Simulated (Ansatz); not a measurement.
Isolated molecules relaxed with PBE0-D4/def2-TZVP in Ansatz; ΔE leaves out vibrations. CBS: MP2 limit from def2 TZ/QZ plus the TZ coupled-cluster correction, frozen cores. This one scheme is used for every species. DFT in def2-TZVPP. One conformer a species, not always the lowest.

Reaction (ligand exchange at a B–N bond): `NB1O[SiH2]1` + H–F → `FB1O[SiH2]1` + NH₃

CCSD(T)/CBS gives -0.21 eV.

Problem. Another level gave -0.20 eV. Which?
A. LDA (SPW92)/def2-TZVPP
B. ωB97X-V/def2-TZVPP
C. BLYP/def2-TZVPP
D. PBE-D4/def2-TZVPP

Solution. D. PBE-D4 -0.20, BLYP -0.32, ωB97X-V -0.26, LDA (SPW92) -0.14 eV.

Problem. What do rigid-rotor, harmonic-oscillator terms from PBE0-D4/def2-TZVP frequencies (298.15 K, 1 bar) make of the CCSD(T)/CBS value? (Best estimate.)

Solution. Ansatz gave: ΔZPE = +0.02 eV, ΔH = -0.20 eV, ΔS = 11 J/(mol·K), ΔG = -0.23 eV.

Largest T1 diagnostic among the species: 0.015.

At CCSD(T), def2-SVP lies −0.11 eV from the extrapolated value and def2-TZVPP −0.03 eV. Leaving LDA and LC-ωPBE aside and taking each functional with its dispersion term where it has one, the values, not all of them listed here, spread over 0.14 eV, from B97M-V to HSE06-D4. LDA lies +0.09 eV from PBE without D4. In def2-TZVPP, CCSD(T) changes the Hartree–Fock value by +0.11 eV (the triples alone add +0.01 eV) and MP2 by +0.15 eV.
